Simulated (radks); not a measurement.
Question: Numerical settings for neutral hafnium, [Xe] 4f14 5d2 6s2. All-electron calculation, scalar-relativistic Kohn-Sham, r2SCAN, spin-unpolarised, spherical densities, finite nucleus; meta-GGA in the generalised Kohn-Sham scheme; Fermi nuclear charge, rms radius 5.347 fm. Program: a radial shooting solver on a logarithmic mesh with Libxc functionals. The defaults (mesh step 0.008 in ln r, mesh end at 40 bohr or more with all orbitals vanishing there, Anderson mixing 0.5 over 9 steps, residual threshold near 1e-9 with the energy settled to 1e-9 hartree or 1e-11 of itself, here a cap of 50 iterations) give E = -15077.747 hartree and 5d at -2.589 eV in 12 iterations. Run on one thread of a shared host, so times are rough (Arm Neoverse N1): 0.19 s of CPU time, 0.19 s wall, 12 iterations on 2440 mesh points. One setting is changed at a time: mesh step in ln r 0.02; mesh step in ln r 0.03; mesh step in ln r 0.003; mesh end (bohr) 400; mesh end (bohr) 2; residual threshold 0.1; residual threshold 0.01; mixing 0.2; linear mixing, mixing 0.5; linear mixing, mixing 0.05; mixing history 20; iteration cap 5. Which runs fail to converge, and which converge to a wrong energy?

Answer: Not converged within the cap: linear mixing, mixing 0.05; iteration cap 5. Settled on a wrong energy, with an occupied level pushed above zero by the early mesh end: mesh end (bohr) 2 (+18.2 hartree). Apart from these: no run marked as converged misses the energy by more than 1 mhartree.
